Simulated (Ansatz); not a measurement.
CH3AlClFO (`C[O][Al]([F])[Cl]`) at its PBE0-D4/def2-TZVP geometry, where that method's forces vanish. Total charge 0; spin multiplicity 1.

```xyz
8

C     0.4667   -1.2001   -0.2146
O     0.5833    0.0904    0.3201
Al   -0.3591    1.4598    0.3640
F     0.2021    2.7878    1.1345
Cl   -2.2304    1.5337   -0.5330
H     0.5442   -1.9396    0.5874
H     1.2789   -1.3798   -0.9246
H    -0.4859   -1.3522   -0.7338
```

(1) What forces (eV/Å) does PBE-D4/def2-TZVPP give on these atoms in the Gaussian-basis code of Ansatz? (Estimate.)

## Answers

(1) The calculation gave: 
```
C1  -0.043 -0.192 -0.093
O2   0.334  0.081  0.195
Al3 -0.242 -0.041 -0.136
F4   0.200  0.435  0.260
Cl5 -0.245  0.009 -0.117
H6   0.019 -0.176  0.166
H7   0.176 -0.057 -0.157
H8  -0.199 -0.059 -0.119
```
